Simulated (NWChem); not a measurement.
# Total energies of hydronium (H$_{3}$O (+1))

```
O
H 1 0.9860
H 1 0.9860 2 112.06
H 1 0.9860 2 112.06 3 -126.98
```
Charge +1, spin multiplicity 1.

Everything below was run with NWChem. Structure: optimised with B3LYP/def2-SVP, a minimum by its harmonic frequencies.

Basis set: def2-QZVP (147 functions).

| method | total energy (Ha) | relative cost |
|---|---|---|
| RHF | -76.34566 | 1 |
| MP2 | -76.62177 | under 3 |
| B2PLYP | -76.69751 | under 3 |
| PBE | -76.66004 | under 3 |
| B3LYP | -76.74614 | under 3 |
| CAM-B3LYP | -76.71662 | 10 |

Total energies of different functionals aren't comparable as a measure of quality: only differences taken within one method are. Costs are rough ratios of processor time within this set of runs, SCF included, with RHF as 1.

The correlated methods keep 1 core orbital frozen. B3LYP has NWChem's definition, with VWN1-RPA local correlation. GW and range-separated runs recompute their integrals, the others keep them in memory, which bears on the times.
